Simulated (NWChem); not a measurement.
Molecule: C$_{2}$H$_{8}$Si$_{2}$; SMILES [SiH3]/C=C/[SiH3]

```xyz
12

Si    -0.0253    -2.3213     0.0000
C      0.4441    -0.5053     0.0000
C     -0.4441     0.5053     0.0000
Si     0.0253     2.3213     0.0000
H     -1.5144    -2.4434     0.0000
H      0.5298    -3.0093    -1.2068
H      0.5298    -3.0093     1.2068
H      1.5164    -0.2576     0.0000
H     -1.5164     0.2576     0.0000
H     -0.5298     3.0093     1.2068
H     -0.5298     3.0093    -1.2068
H      1.5144     2.4434     0.0000
```
Atoms are numbered in this order, from 1.

Level: PBE0/def2-SVP (NWChem), optimised geometry, unscaled harmonic frequencies. 

| frequency (cm⁻¹) | IR intensity (km/mol) |
|---|---|
| 99 | 0.0 |
| 136 | 0.0 |
| 150 | 0.0 |
| 159 | 0.8 |
| 272 | 0.0 |
| 530 | 0.0 |
| 549 | 0.0 |
| 652 | 65.6 |
| 668 | 98.7 |
| 744 | 44.6 |
| 817 | 0.0 |
| 818 | 0.0 |
| 907 | 624.4 |
| 933 | 99.8 |
| 935 | 0.0 |
| 935 | 0.0 |
| 950 | 86.5 |
| 951 | 0.0 |
| 1047 | 21.2 |
| 1184 | 34.1 |
| 1298 | 0.0 |
| 1657 | 0.0 |
| 2225 | 192.6 |
| 2225 | 0.0 |
| 2226 | 221.7 |
| 2229 | 0.0 |
| 2239 | 0.0 |
| 2240 | 191.0 |
| 3129 | 0.0 |
| 3134 | 7.4 |

```yaml
zero_point_energy: 51.5 kcal/mol
thermal correction to the enthalpy at 298.15 K (with zero-point energy): 56.6 kcal/mol
heat capacity Cv: 25.0 cal/(mol K)
entropy at 298.15 K and 1 atm (symmetry number 2): 80.8 cal/(mol K)
dipole_moment: 0.00 D
```

Rigid rotor and harmonic oscillator; modes under 100 cm⁻¹ make the entropy uncertain.
